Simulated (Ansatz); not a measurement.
The cluster Rh₃⁻. Charge -1, multiplicity 3. Geometry PBE-D4/def2-TZVPD; atoms count from 1.

Cartesian coordinates in Å:
```
Rh -1.0271 0.2364 -0.8677
Rh 0.4594 -1.3242 0.1693
Rh 0.5676 1.0877 0.6984
```

In the def2 sets Rh takes a core potential; there is no spin–orbit coupling. The charge -1 triplet is spin-contaminated (final ⟨S²⟩ up to 2.53, 2.00 for a pure state). The highest occupied level of the charge -1 triplet lies above zero (up to 0.38 eV). It is a level of β spin, whose loss leaves a quartet; that state wasn't run at this geometry and level. The electron is either unbound and held by the finite basis, or the level is raised by self-interaction error. The geometry of the triplet was relaxed on an unsound state (⟨S²⟩ 2.44, where a pure state has 2.00). At PBE0-D4/def2-TZVPD a quintet of charge -1 lies 0.36 eV below the triplet, each at its own geometry. The structure comes from a short search, and lower isomers may exist.

**Question.** Estimate the Mulliken populations from the PBE0/def2-TZVPD orbitals of Ansatz.

**Answer.** 
```csv
atom,charge (e),spin (α − β),d electrons
Rh1,-0.36,0.19,8.46
Rh2,-0.32,0.91,8.38
Rh3,-0.32,0.91,8.38
```
Mulliken values and Mayer orders depend strongly on the basis. With diffuse functions, as here, like atoms can get unlike values, and bond orders can come out too low or too high.

**Question.** Where does the spin sit?

**Answer.** Summed by element: Rh 2.00, of 2 unpaired in all. Largest on single atoms: Rh3 0.91, Rh2 0.91, Rh1 0.19.

**Question.** And the Mayer bond orders between bonded heavy atoms (over 0.3)?

**Answer.** Rh1–Rh2 1.22 (2.39 Å); Rh1–Rh3 1.22 (2.39 Å); Rh2–Rh3 1.04 (2.47 Å).
